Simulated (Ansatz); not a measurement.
CH3FOSi, SMILES `O=C[SiH2]F`. The species carries charge 0 and has multiplicity 1.

```xyz
7

O     0.350   -1.526    1.268
C     0.728   -0.789    0.392
Si   -0.497    0.533   -0.262
F     0.204    1.396   -1.413
H     1.762   -0.888   -0.014
H    -1.680   -0.155   -0.826
H    -0.867    1.429    0.856
```

(1) Give the diagnostics of a CCSD(T)/def2-TZVPP run (frozen core, Ansatz). (Estimate.)

## Answers

(1) Computed: T1 = 0.0144, largest single amplitude 0.031, largest double 0.075, (T) share of the correlation energy 3.5 %, 9 CCSD cycles. The RHF solution is stable towards an unrestricted one. T1 lies under the customary mark of 0.02 for closed shells.
